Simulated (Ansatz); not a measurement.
Reaction (hydrogenolysis of a C–C bond): `C[CH2][SbH][OH]` + H₂ → `[CH3][SbH][OH]` + CH₄

Computed with Ansatz on PBE0-D4/def2-TZVP structures; ΔE is electronic, products minus reactants. CCSD(T)/CBS adds triple-zeta CCSD(T) − MP2 to the extrapolated MP2 energy (def2 sets, frozen cores). This one scheme is used for every species. Functionals use def2-TZVPP. B3LYP here is the variant with VWN-RPA as its local correlation; programs differ in this. def2 core potentials past Kr. For Sb outer-core shells are correlated without core-valence functions, which leaves a few kJ/mol of doubt a bond. Each species was taken in one conformer, which may not be the lowest.

`C[CH2][SbH][OH]`:

```xyz
11

C     0.660   -1.394    0.646
C    -0.350   -0.271    0.485
Sb   -0.302    0.633   -1.470
O    -1.005    2.361   -0.814
H     1.683   -1.035    0.505
H     0.603   -1.836    1.644
H     0.493   -2.202   -0.072
H    -0.168    0.549    1.183
H    -1.371   -0.625    0.649
H     1.352    1.071   -1.291
H    -1.596    2.749   -1.463
```

H₂:

```xyz
2

H     0.231    0.079    0.282
H    -0.231   -0.079   -0.282
```

`[CH3][SbH][OH]`:

Cartesian coordinates in Å:
```
C 1.155 -0.268 0.116
Sb -0.856 -0.114 0.837
O -1.405 1.082 -0.639
H 1.612 -1.191 0.479
H 1.736 0.585 0.465
H 1.126 -0.275 -0.973
H -1.338 -1.558 0.037
H -2.031 1.738 -0.323
```

CH₄:

```xyz
5

C     0.000    0.000    0.000
H     0.328    0.314    0.991
H     0.408   -0.986   -0.222
H     0.353    0.715   -0.743
H    -1.088   -0.043   -0.026
```

```
             level  ΔE (kJ/mol)  difference from CCSD(T)/CBS
           PBE0-D4        -77.2                         -2.4
          B3LYP-D4        -78.9                         -4.1
           ωB97X-V        -77.8                         -3.0
            B2PLYP        -82.7                         -7.9
               PBE        -79.7                         -4.9
            r2SCAN        -79.9                         -5.1
              PBE0        -82.0                         -7.2
             B3LYP        -87.9                        -13.1
     HF/def2-TZVPP        -96.9                        -22.1
SCS-MP2/def2-TZVPP        -75.6                         -0.8
   CCSD/def2-TZVPP        -79.8                         -5.0
     HF/def2-QZVPP        -96.8                        -22.0
    MP2/def2-QZVPP        -71.4                          3.4
SCS-MP2/def2-QZVPP        -75.1                         -0.3
      HF/CBS(def2)        -96.8                        -22.0
    CCSD/CBS(def2)        -78.7                         -3.9
       CCSD(T)/CBS        -74.8                            0
```

Largest T1 diagnostic among the species: 0.013.

The D4 term adds +9.0 kJ/mol with B3LYP and +4.9 kJ/mol with PBE0; it sums over pairs of atoms, weighted by their polarisabilities, and B3LYP, whose exchange is more repulsive, gets the larger term. In def2-TZVPP, CCSD(T) changes the Hartree–Fock value by +21.0 kJ/mol (the triples alone add +3.9 kJ/mol) and MP2 by +24.8 kJ/mol.
